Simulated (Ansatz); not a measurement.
`[F][AlH][SiH2]Cl` + CH₄ → `[CH3][AlH][SiH2]Cl` + H–F at 400 K and 1 bar (formal exchange of groups at the Al–F bond).

Gas-phase electronic energies from Ansatz, PBE0-D4/def2-TZVP geometries. CCSD(T)/CBS is the MP2 limit (def2-TZVPP, def2-QZVPP) plus CCSD(T) − MP2 in def2-TZVPP, frozen cores. This one scheme is used for every species. Each species was taken in one conformer, which may not be the lowest.

```csv
species,CCSD(T)/CBS energy (Eh),H − E (kJ/mol),S (J/(mol·K))
`[F][AlH][SiH2]Cl`,-1092.58044,104.0,385.2
CH₄,-40.46206,131.3,197.2
`[CH3][AlH][SiH2]Cl`,-1032.57399,195.5,422.6
H–F,-100.39570,36.5,182.2
```

H − E and S are ideal-gas, rigid-rotor, harmonic terms from PBE0-D4/def2-TZVP, for one conformer and one mirror image of each species. 1 Eh = 2625.50 kJ/mol, R = 8.31446 J/(mol·K).

**Question.** By hand: ΔE, ΔH, ΔS and ΔG.

**Answer.** ΔE = (-1032.57399) + (-100.39570) − (-1092.58044) − (-40.46206) = 0.07281 Eh = 191.2 kJ/mol. Δ(H − E) = 195.5 + 36.5 − 104.0 − 131.3 = -3.3, so ΔH = 187.9 kJ/mol. ΔS = 422.6 + 182.2 − 385.2 − 197.2 = 22.4 J/(mol·K). ΔG = 187.9 − 400 × (22.4)/1000 = 178.9 kJ/mol.

**Question.** By hand: the equilibrium constant, and the temperature at which ΔG would vanish if ΔH and ΔS stayed fixed.

**Answer.** log₁₀ K = −ΔG/(RT ln 10) = -23.4. ΔG = 0 at ΔH/ΔS = 8388 K, far beyond where these terms or the molecules hold.

ΔH outweighs TΔS. A doubt of 5 kJ/mol in ΔE shifts log₁₀ K by 0.7 here. Other conformers and mirror images would add mixing entropy, several J/(mol·K) or more a flexible species. Modes under 60 cm⁻¹, often nearly free rotors, make the harmonic entropy too high. These are equilibria of isolated gas molecules and say nothing of rates. Largest T1 diagnostic: 0.012 (customary marks: 0.02 for closed shells, 0.045 for open ones).
